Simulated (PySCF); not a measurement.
Here is a job for PySCF.
```python
from pyscf import gto, scf, dft

mol = gto.Mole()
mol.atom = '''
    F    -1.315517   -0.404628    0.010450
    Si   -0.017402    0.449927    0.037357
    F     1.342587   -0.295259   -0.068561
'''
mol.basis = '6-311g**'
mol.charge = 1
mol.spin = 1
mol.verbose = 4
mol.build()

mf = dft.UKS(mol)
mf.xc = 'm062x'
mf.kernel()
mf.analyze()
```

**Question.** Estimate the number of basis functions that M062X/6-311G** (PySCF) returns for this input.

**Answer.** 62

**Question.** What nuclear repulsion energy does M062X/6-311G** give?

**Answer.** 101.8965 Eh

**Question.** What HOMO energy does M062X/6-311G** give?

**Answer.** -18.54 eV

**Question.** What total energy does M062X/6-311G** give?

**Answer.** -13302.2055 eV

**Question.** What <S^2> does M062X/6-311G** give?

**Answer.** 0.752

These values belong to the state on which the SCF converged, which isn't shown to be the lowest.
